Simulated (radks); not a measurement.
The argon ion Ar+, 17 electrons, occupied as [Ne] 3s2 3p5 (the NIST ground configuration). Calculated with a radial shooting solver on a logarithmic mesh with Libxc functionals: non-relativistic Kohn-Sham, BLYP, spin-unpolarised, spherical densities, point nucleus.

Unscreened Slater integrals over Kohn-Sham orbitals (hartree).

integral      value
F0(3p,3p)   0.58212
F2(3p,3p)   0.29041
F0(3p,3s)   0.61632
G1(3p,3s)   0.40654
F0(3p,2p)   0.79877
F2(3p,2p)   0.13779
G0(3p,2p)  0.054308
G2(3p,2p)  0.054857
F0(3p,2s)   0.78807
G1(3p,2s)  0.041510
F0(3s,3s)   0.65683
F0(3s,2p)   0.87671
G1(3s,2p)  0.066295
F0(3s,2s)   0.86730
G0(3s,2s)  0.053094
F0(2p,2p)    2.4288
F2(2p,2p)    1.1303
F0(2p,2s)    2.2757
G1(2p,2s)    1.3383
F0(2s,2s)    2.1748

Derived for the open shells (J is the average intra-shell exchange parameter used in DFT+U). 3p: J = F2/5 = 0.05808 hartree.
